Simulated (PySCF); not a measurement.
Dipole moment and polarisability of `Cn1nc(C#N)c(C#N)n1`

Compound: C5H3N5.
Cartesian coordinates in Å at the GFN2-xTB level; atoms count from 1:
```xyz
13
C5H3N5 angstrom
C     -2.4029   -0.0250    0.0933
N     -0.9739   -0.0064    0.0461
N     -0.2870    1.1032    0.0561
C      0.9861    0.7239   -0.0160
C      2.0853    1.5981   -0.0263
N      3.0035    2.2818   -0.0340
C      0.9982   -0.6978   -0.0692
C      2.1081   -1.5548   -0.1458
N      3.0308   -2.2299   -0.2064
N     -0.2689   -1.1017   -0.0263
H     -2.7484    0.6642    0.8626
H     -2.7217   -1.0406    0.3172
H     -2.8137    0.2855   -0.8691
```

Level: PBE0/def2-SVPD (PySCF), static field, nuclei fixed, core orbitals frozen in the response. The polarisability tensor in these axes (au):

```
x   119.77  -0.11  -2.43
y    -0.11  92.91   1.59
z    -2.43   1.59  51.25
```

Q: What are the eigenvalues, a third of the trace, and Δα (Δα² = ½Σ(αi − αj)² over the three pairs)?

A: Principal values 51.11, 92.97 and 119.86 au; mean 87.98 au = 13.04 Å³ = 14.51 × 10⁻⁴⁰ C²·m²/J; Δα = 60.01 au (68 % of the mean).

Q: What is the dipole moment, and where does it point?

A: (-6.96, -0.07, 0.27) D, 6.96 D in size, pointing from the negative to the positive side. Measured along this direction, the outermost atoms are N6 and N9 at the negative end and H13, H11 and H12 at the positive end.

Q: Orientational against electronic polarisability at 350 K (dilute gas, rigid molecules)?

A: In Gaussian units μ²/3kT = 334.32 Å³ against 13.04 Å³, a ratio of 25.64; the Debye molar polarisation (4π/3)N_A(α + μ²/3kT) is 876.2 cm³/mol, leaving out the vibrational part.

Q: Find the Langevin capture rate constant for NO+ (29.998 u) meeting this molecule (133.039 u), k = 2.342 × 10⁻⁹ cm³/s × √(α in Å³ / reduced mass in u).

A: The reduced mass is 24.48 u, so k = 1.71 × 10⁻⁹ cm³/s. The formula leaves out the permanent dipole, which adds to the capture rate.

Q: Give the principal axes and the span of the nuclei along them.

A: Largest value along (1.00, -0.01, -0.04), where the nuclei span 5.83 Å; middle along (0.01, 1.00, 0.04), 4.51 Å; least along (0.04, -0.04, 1.00), 1.72 Å. The response follows the extents in order.

Q: Estimate the molar refractivity from the static electronic polarisability.

A: Lorentz–Lorenz: R = (4π/3)N_A α = 2.5225 cm³/(mol·Å³) × 13.04 Å³ = 32.9 cm³/mol, in the limit of long wavelengths.

Q: What are the principal values of the traceless quadrupole moment, Θ = ½Σq(3rr − r²1), about the centre of nuclear charge?

A: -14.87, 6.03, 8.84 D·Å. The values depend on the origin, since the dipole doesn't vanish. The electronic extent ⟨r²⟩ about the same centre is 1400 bohr², a root-mean-square distance of 2.40 Å for the 68 electrons.

Isolated species at its GFN2-xTB geometry, gas phase.
